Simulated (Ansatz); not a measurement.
PH3 (SMILES P), charge 0, multiplicity 1, relaxed at each level with Ansatz (a quantum-chemistry and plane-wave program); harmonic frequencies from differences of analytic forces, average atomic masses, frozen cores.

| level | harmonic frequencies (cm⁻¹) | ZPE (eV) | cost over PBE/def2-TZVPP (rough) |
|---|---|---|---|
| PBE/def2-TZVPP | 976 1094 1094 2328 2340 2340 | 0.631 | ×1 |
| r2SCAN/def2-TZVPP | 1001 1134 1134 2395 2406 2406 | 0.649 | ×1 |
| B3LYP/def2-TZVPP | 1021 1140 1140 2389 2396 2396 | 0.650 | ×1 |
| PBE0/def2-TZVPP | 1003 1133 1133 2412 2423 2423 | 0.653 | ×1 |
| wB97X-V/def2-TZVPP | 1021 1153 1153 2452 2458 2458 | 0.663 | ×3 |
| CCSD(T)/cc-pV(T+d)Z | 1022 1145 1145 2415 2423 2423 | 0.655 | ×8 |

Measured: fundamentals as far as tabulated 2323, 992, 2328, 1118 cm⁻¹ [NIST CCCBDB]. Measured modes stand in the spectroscopists' order.
